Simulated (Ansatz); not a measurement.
Species: WO3, net charge -1, doublet state. The spin state was set by rule; other spins were not relaxed. SMILES of the parent species: [O]=[W](=[O])=[O]
Structure (B3LYP-D3(BJ)/def2-TZVP (Ansatz, an electronic-structure program) minimum search):
```
W
O 1 1.7638
O 1 1.7638 2 115.89
O 1 1.7638 2 115.89 3 140.81
```
Charge -1, spin multiplicity 2.

Parts of the frozen-core correlation energy in def2-SVP (Ansatz, hartree). Frozen orbitals: 7; correlated occupied orbitals by spin: 13 and 12; virtual: 54 and 55. UHF or UKS for open shells. No spin-orbit coupling. In def2 rows, elements after Kr have scalar-relativistic effective core potentials.

```tsv
term	value
reference (HF)	-290.89613
MP2 opposite-spin	-0.55373
MP2 same-spin	-0.24276
CCSD correlation	-0.75372
(T)	-0.04027
T1 diagnostic	0.035
largest doubles amplitude	0.032
<S^2> of the reference	0.845
```
